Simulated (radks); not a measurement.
The numbers below are computed, except where a source is named.
Pt11+, configuration [Kr] 4d10 4f14 5s2 5p5 (the NIST ground configuration). Level of theory: scalar-relativistic Kohn-Sham, SCAN, spin-polarised, spherical densities, finite nucleus; open shells are filled with parallel spins first (spin-orbit coupling, left out, can overturn this in heavy ions); meta-GGA in the generalised Kohn-Sham scheme; Fermi nuclear charge, rms radius 5.427 fm (a radial shooting solver on a logarithmic mesh with Libxc functionals).

Unscreened Slater integrals over Kohn-Sham orbitals (cm^-1). They are taken over the spin-up orbitals.

| integral | value |
|---|---|
| F0(5p,5p) | 196080 |
| F2(5p,5p) | 107300 |
| F0(5p,4f) | 238170 |
| F2(5p,4f) | 78000 |
| G2(5p,4f) | 29631 |
| G4(5p,4f) | 25497 |
| F0(5p,5s) | 205250 |
| G1(5p,5s) | 139500 |
| F0(4f,4f) | 396830 |
| F2(4f,4f) | 197730 |
| F4(4f,4f) | 126040 |
| F6(4f,4f) | 91261 |
| F0(4f,5s) | 258180 |
| G3(4f,5s) | 36037 |
| F0(5s,5s) | 216500 |

Derived for the open shells (J is the average intra-shell exchange parameter used in DFT+U). 5p: J = F2/5 = 21460 cm^-1.
